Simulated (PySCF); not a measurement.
# BrI₂⁺ at several levels of theory

All levels use the PBE0 minimum (singlet; Br–I 2.493 Å (×2); I–Br–I 110.3°), basis [Br def2-TZVP, I def2-TZVP with ECP28], scalar-relativistic core potentials, density fitting, no spin–orbit coupling, PySCF. For vertical energies the ionised species is a doublet (spins chosen at PBE0 and kept) and the electron-attached one a doublet. Open shells are unrestricted, also as the reference of the correlated levels. Dipoles are about the centre of mass. A dash marks a value that was not computed or is not defined at that level.

Coordinates in bohr (charge 1 multiplicity 1):
```
Br    0.0000    0.0000   -2.0546
I     3.8653    0.0000    0.6374
I    -3.8653    0.0000    0.6374
```

| level | vertical IP (eV) | vertical EA (eV) | −ε(HOMO) (eV) | gap (eV) | dipole (D) |
| --- | --- | --- | --- | --- | --- |
| PBE0 | ? | ? | ? | ? | ? |
| HF | 14.94 | 7.30 | 15.42 | 9.00 | 0.03 |
| MP2 | 14.96 | 7.80 | – | – | – |
| PBE | 14.38 | 7.89 | 11.64 | 1.07 | 0.19 |
| r2SCAN | ? | ? | ? | ? | ? |
| B3LYP | 14.71 | 7.98 | 12.57 | 2.54 | 0.18 |
| TPSSh | 14.63 | 7.95 | 12.22 | 1.95 | 0.17 |
| PBEsol | 14.40 | 7.91 | 11.65 | 1.04 | 0.18 |
| BHandHLYP | 15.03 | – | 13.83 | 4.91 | 0.10 |

(1) Fill in the row of r2SCAN.

(2) Fill in the row of PBE0.

Results:

(1) vertical IP (eV) 14.60, vertical EA (eV) 8.07, −ε(HOMO) (eV) 11.94, gap (eV) 1.32, dipole (D) 0.21.

(2) vertical IP (eV) 14.80, vertical EA (eV) 8.00, −ε(HOMO) (eV) 12.83, gap (eV) 2.98, dipole (D) 0.16.
